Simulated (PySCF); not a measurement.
B(H)(OH)(PH2) (BH4OP), SMILES OBP. The structure is a stationary point at PBE0-D3(BJ)/def2-TZVP. Other conformers were not sampled.

Method: PBE0-D3(BJ)/def2-TZVP in PySCF.

Harmonic wavenumbers (cm⁻¹): 193, 292, 502, 596, 688, 773, 879, 1011, 1096, 1168, 1357, 2407, 2440, 2615, 3864. Rotational constants (GHz): 39.94, 4.882, 4.475; symmetry number 1.

**Question.** Work out the zero-point energy and the ideal-gas rigid-rotor harmonic-oscillator thermochemistry at 298.15 K and 1 atm.

**Answer.** ZPE = ½ Σ hcν = ½ × 19881 cm⁻¹ = 118.92 kJ/mol. H − E(el) = 133.39 kJ/mol. Entropy in J/(mol K): translation 160.18, rotation 98.01, vibration 23.82, total 282.01. G − E(el) = 49.31 kJ/mol. Cp = 70.51 J/(mol K).
